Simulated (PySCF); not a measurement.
A small calculation by hand: chemical shift, span and skew from a shielding tensor

SiFCl₂Br, SMILES F[Si](Cl)(Cl)Br. Atoms are numbered in the order given.

```xyz
5

F     -0.6733    -1.8785     0.0000
Si    -0.4662    -0.2859     0.0000
Cl    -1.3447     0.4697    -1.6610
Cl    -1.3447     0.4697     1.6610
Br     1.6659     0.1411     0.0000
```
Charge 0, spin multiplicity 1.

The structure is a stationary point at ωB97X-D3(BJ)/def2-SVP.

GIAO shieldings from KT2/pcSseg-1 run with PySCF, non-relativistic, no solvent. The symmetric part of the tensor of F1 has the principal values 184.3, 184.3, 305.4 ppm. The same nucleus in CFCl3 has σ = 127.1 ppm at this level (PySCF, at its B3LYP-D3(BJ)/def2-TZVP geometry). Without spin–orbit terms, shifts of atoms bonded to Cl or Br come out too high.

Work out the isotropic shielding, the ¹⁹F shift against CFCl3, the span and the skew.


σ(iso) = (σ11 + σ22 + σ33)/3 = 224.7 ppm. δ = σ(ref) − σ(iso) = 127.1 − (224.7) = -97.6 ppm.
Span Ω = σ33 − σ11 = 121.1 ppm. Skew κ = 3(σ(iso) − σ22)/Ω = 1.00, an axial tensor. Tumbling in solution averages the tensor to δ; in a static solid the shielding alone would spread this spin-1/2 line over Ω.
